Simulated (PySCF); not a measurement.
Gas-phase reaction: GaBr + 2 H2 ⇌ GaH3 + HBr

Method: PySCF energies plus ideal-gas RRHO corrections (1 bar). † marks an energy on the PBE0/def2-TZVP geometry and frequencies; other levels use their own. MP2 freezes the core. 6-31G* has spherical d functions here. All species are closed-shell singlets. Br, Ga: all electrons, no relativistic terms. GaH3: computed as isolated molecules; such fragments, hydroxides, amides, oligomers or adducts are transient or little studied in the gas. MP2 isn't extrapolated to the basis-set limit.

```json
[
 {"level": "HF/6-31G*", "ΔH°(298 K), kJ": "[?]"},
 {"level": "M06-2X/def2-TZVP†", "ΔH°(298 K), kJ": "[?]"},
 {"level": "MP2/def2-TZVPP†", "ΔH°(298 K), kJ": "112"},
 {"level": "PBE0/def2-SVP†", "ΔH°(298 K), kJ": "[?]"},
 {"level": "PBE0/def2-TZVP", "ΔH°(298 K), kJ": "116"},
 {"level": "r2SCAN/def2-TZVP†", "ΔH°(298 K), kJ": "118"}
]
```

Task: What belongs in the gaps?

Result: 
- HF/6-31G*, ΔH°(298 K), kJ: 110
- M06-2X/def2-TZVP†, ΔH°(298 K), kJ: 146
- PBE0/def2-SVP†, ΔH°(298 K), kJ: 100
